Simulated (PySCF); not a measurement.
SMILES C[CH](C)[Sn]([OH])([OH])[OH] at its GFN2-xTB optimised geometry (Å):

```
17

C     -1.4085     0.0247     2.9670
C     -1.5733    -0.7389     1.6756
C     -0.9416    -2.1093     1.7093
Sn    -0.6832     0.4480     0.0000
O      1.3069     0.4480     0.0000
O     -1.1550     2.3810     0.0000
O     -1.1545    -0.1457    -1.8404
H     -0.3596     0.0996     3.2444
H     -1.8213     1.0285     2.8913
H     -1.9357    -0.5029     3.7626
H     -2.6255    -0.8043     1.3953
H     -1.4043    -2.6946     2.5047
H      0.1254    -2.0436     1.9102
H     -1.0874    -2.6371     0.7694
H      1.6773     1.3169     0.1515
H     -1.6773     2.6371    -0.7592
H     -0.4196    -0.5441    -2.3056
```

Level of theory: CAM-B3LYP/def2-SVP, def2 effective core potentials past Kr in PySCF. The core electrons that the potentials of Sn replace are not part of the density.

Map of the electron localisation function on the plane z = 0.6 Å:

```
|00000000000000000000000000000|
|00000000000000000000000000000|
|00000000000000000000000000000|
|00000000001110000000000000000|
|00000000124443100000000000000|
|00000000357775300000000000000|
|00000002578886400000000000000|
|00000003689886300001100000000|
|00000003688874100057730000000|
|00000001467642000488861000000|
|00000000133211111589861000000|
|00000000111122124678630000000|
|00000000222354126777410000000|
|00000000232365127888520000000|
|00000111242232126888630000000|
|00003663356322213677630000000|
|00017986446643101345310000000|
|00017987323321000001000000000|
|00004663101100000000000000000|
|00000100002441000000000000000|
|00000000069995100000000000000|
|00000000499998200000000000000|
|00000000699999200000000000000|
|00000000599998200000000000000|
|00000000279995100000000000000|
|00000000014541000000000000000|
|00000000000000000000000000000|
|00000000000000000000000000000|
|00000000000000000000000000000|
```
Scale: ten equal steps from 0.000 (start of '0') to 0.999 (end of '9'), in the order '0123456789'; x runs from -5.00 to 5.00, y from -5.00 (bottom) to 5.00 (top).
